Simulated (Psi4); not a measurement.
A dimer, HBr ··· BCl3 (SMILES Br and ClB(Cl)Cl); the first 2 atoms form monomer A.

```
6

Br     0.7124     0.0000     0.0000
H     -0.7124     0.0000     0.0000
Cl    -2.7209     0.1431     0.3763
B     -2.9868     0.6245     2.0326
Cl    -4.6125     0.8608     2.6217
Cl    -1.6273     0.8710     3.0989
```

Q: What interaction energy does Psi4 1.11 with SAPT0/jun-cc-pVDZ, frozen core give, and which attractive term is the largest?

A: Total 3.62 kcal/mol: electrostatics -6.62, exchange 19.70, induction -5.30, dispersion -4.16. The most attractive term is electrostatics.
